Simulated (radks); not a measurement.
Q: The table gives one normalised radial function P(r) = r R(r) (large component) of Fe3+ in [Ar] 3d5 (r in bohr). Calculated with a radial shooting solver on a logarithmic mesh with Libxc functionals: Dirac Kohn-Sham, PBE, spin-unpolarised, spherical densities, finite nucleus; open shells are shared between the two j in proportion to 2j + 1; Fermi nuclear charge, rms radius 3.7377 fm.

r,P
0.003528,0.0000
0.005056,0.0000
0.007247,0.0001
0.01039,0.0002
0.01489,0.0005
0.02134,0.0014
0.03059,0.0038
0.04384,0.0100
0.06284,0.0251
0.08936,0.0588
0.1281,0.1306
0.1836,0.2636
0.2631,0.4715
0.3771,0.7258
0.5406,0.9355
0.7748,0.9771
1.111,0.8082
1.592,0.5161
2.282,0.2365
3.27,0.0662

Which n and l does it have? It may be an empty orbital.

A: n = 3, l = 2: the number of nodes gives n - l - 1 = 0, the rise at small r points to l (for j = l - 1/2 the large component starts outside the nucleus as r^gamma with gamma = sqrt(l^2 - (Z/c)^2) = 1.99 and the r^(l+1) term takes over further out; the orbital of l - 1 with the same j starts with the same power, but with a larger coefficient, and does not steepen), and the extent must fit the shell. The curve is that of 3d3/2; the two j differ most near the nucleus, where j = l - 1/2 has the larger amplitude, and in heavy atoms j = l - 1/2 is also the more compact. 3d3/2: eigenvalue -43.320 eV, 0 radial nodes, <r> = 0.987 bohr, 90 % of the charge inside 1.66 bohr.
